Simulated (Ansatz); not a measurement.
AlSi₃⁺. Charge 1, multiplicity 3. Geometry PBE0-D4/def2-TZVP; atoms count from 1.

Cartesian coordinates in Å:
```
Al -2.0156 0.0011 0.7210
Si -0.0942 1.0903 -0.4296
Si 1.9113 -0.0011 -0.6836
Si 0.1985 -1.0904 0.3922
```

At PBE0-D4/def2-TZVP a singlet of charge 1 lies 0.54 eV below the triplet, each at its own geometry. The structure comes from a short search, and lower isomers may exist.

Q: Estimate the Mulliken populations from the PBE0/def2-TZVP orbitals of Ansatz.

A: 
```csv
atom,charge (e),spin (α − β)
Al1,0.52,0.55
Si2,0.13,0.61
Si3,0.23,0.23
Si4,0.13,0.61
```
Mulliken values and Mayer orders depend strongly on the basis.

Q: Where does the spin sit?

A: Summed by element: Al 0.55, Si 1.45, of 2 unpaired in all. Largest on single atoms: Si2 0.61, Si4 0.61, Al1 0.55.

Q: And the Mayer bond orders between bonded heavy atoms (over 0.3)?

A: Al1–Si2 0.74 (2.49 Å); Al1–Si4 0.74 (2.49 Å); Si2–Si3 1.14 (2.30 Å); Si2–Si4 1.16 (2.35 Å); Si3–Si4 1.14 (2.30 Å). Values over 0.3 also appear between atoms too far apart for a bond (Al1–Si3 0.37 at 4.17 Å); they arise where an orbital or an unpaired electron spreads over both atoms.
